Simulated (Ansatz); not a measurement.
Consider the ligand exchange at a Ge–N bond: `O=C=[N][Ge]([F])([F])[F]` + HCl → `[F][Ge]([F])([F])[Cl]` + `N=C=O`.

Calculated with Ansatz (gas phase, PBE0-D4/def2-TZVP geometries, no zero-point term in ΔE). CBS: MP2 limit from def2 TZ/QZ plus the TZ coupled-cluster correction, frozen cores. This one scheme is used for every species. Functionals use def2-TZVPP. HSE06 is defined as in plane-wave codes. For Ge outer-core shells are correlated without core-valence functions, which leaves a few kJ/mol of doubt a bond. Scalar relativity is left out up to krypton. One conformer a species, not always the lowest.

```tsv
level	ΔE (eV)
HSE06-D4	-0.28
B2PLYP	-0.24
r2SCANh	-0.29
BHLYP	-0.22
RPA@PBE/def2-TZVPP	-0.15
MP2/def2-QZVPP	-0.19
MP2/CBS(def2)	-0.20
CCSD/CBS(def2)	-0.18
```

What does CCSD(T)/CBS give? (An estimate is asked.)

The calculation gave: -0.20 eV. The listed levels differ from it by -0.08, -0.04, -0.09, -0.02, 0.05, 0.01, 0.00, 0.02 eV.

Largest T1 diagnostic among the species: 0.018.

From PBE to PBE0 (25 % exact exchange), in def2-TZVPP and without D4, ΔE moves by +0.06 eV. Leaving LDA and LC-ωPBE aside and taking each functional with its dispersion term where it has one, the values, not all of them listed here, spread over 0.13 eV, from PBE-D4 to BHLYP-D4. LDA lies +0.04 eV from PBE without D4. At CCSD(T), def2-SVP lies +0.05 eV from the extrapolated value and def2-TZVPP +0.04 eV.
